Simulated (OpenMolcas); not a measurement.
# Co7+: effect of the active space

* Program: OpenMolcas 26.06
* Method: SS-CASPT2 or its RAS form, IPEA 0.25 Eh, imaginary shift 0.1 Eh
* Basis: ANO-RCC-VQZP
* Scalar Hamiltonian: DKH2, point nucleus
* Spin-orbit coupling: state interaction with AMFI integrals over the reference wave functions, term energies averaged over their components

A. 2 electrons in 5 orbitals (3d); 2S+1 = 3 even, 10 roots; 2S+1 = 1 even, 15 roots; closed shells correlated: 3s 3p; CASPT2 step roughly 9 core-seconds
B. 8 electrons in 8 orbitals (RAS1 3p, at most 2 holes; RAS2 3d); 2S+1 = 3 even, 10 roots; 2S+1 = 1 even, 15 roots; closed shells correlated: 3s; CASPT2 step roughly 21 core-seconds
C. 2 electrons in 10 orbitals (3d 4d); 2S+1 = 3 even, 10 roots; 2S+1 = 1 even, 15 roots; closed shells correlated: 3s 3p; CASPT2 step of the order of 110 core-seconds

Energies in eV above 3d² ³F₂, the measured ground level; measured values from Sugar and Corliss, J. Phys. Chem. Ref. Data 10, 1097 (1981).

```json
{"Level": "3d² ³F₂", "A": "0.0000", "B": "0.0000", "C": "0.0000", "Measured": "0.0000"}
{"Level": "3d² ³F₃", "A": "0.1786", "B": "0.1827", "C": "0.1792", "Measured": "0.1773"}
{"Level": "3d² ³F₄", "A": "0.398", "B": "0.406", "C": "0.399", "Measured": "0.3898"}
{"Level": "3d² ¹D₂", "A": "2.432", "B": "2.470", "C": "2.448", "Measured": "2.4331"}
{"Level": "3d² ³P₀", "A": "2.863", "B": "2.862", "C": "2.872", "Measured": "2.7653"}
{"Level": "3d² ³P₁", "A": "2.930", "B": "2.930", "C": "2.937", "Measured": "2.8317"}
{"Level": "3d² ³P₂", "A": "3.083", "B": "3.088", "C": "3.090", "Measured": "2.9824"}
{"Level": "3d² ¹G₄", "A": "4.097", "B": "4.089", "C": "4.111", "Measured": "4.0121"}
{"Level": "3d² ¹S₀", "A": "9.473", "B": "9.368", "C": "9.498", "Measured": "9.2055"}
```

Deviations, from unrounded energies. A percentage is the sum of absolute deviations over the sum of measured energies, with the sign that they share, or ± where signs differ.

| Against measurement | Levels | A | B | C |
| --- | --- | --- | --- | --- |
| mean absolute deviation (cm-1) | 8 | 660 | 600 | 740 |
| fine structure of the ground term (%) | 2 | +1.6 | +3.9 | +1.9 |
| other terms of the ground configuration (%) | 6 | ±2.7 | +2.4 | +3.0 |

B lies closest to measurement on these levels and C furthest from it. The largest miss of B in the table is 3d² ¹S₀, by +1300 cm-1. The ranking rests on the paired levels alone, and a cruder setting can come out closer through cancelling errors.

The two smallest mean deviations differ by little beside CASPT2's spread within terms, so their order carries little weight.

Among A to C the level of the table that moves most is 3d² ¹S₀, by 1100 cm-1 (lowest in B, highest in C). Moves below CASPT2's spread within the term are not significant.

CASPT2 does not keep the components of a term degenerate, so their means are used; among the terms shown or strongly mixed into the levels shown the widest spread is 940 cm-1 (3d² ¹G, C). Active for correlation alone: 3p; no level in the range computed is led by a configuration that opens it, so any true level of that kind is missing (holds for B). Active for correlation alone: 4d; no level in the range computed is led by a configuration that fills it, so any true level of that kind is missing (holds for C). Computed and measured levels are paired by configuration, term and J; levels that our copy of the source lacks, or whose pairing is in doubt (as where it misses far off the trend of its configuration), stay unpaired and out of the deviations. Only configurations of the active space appear.
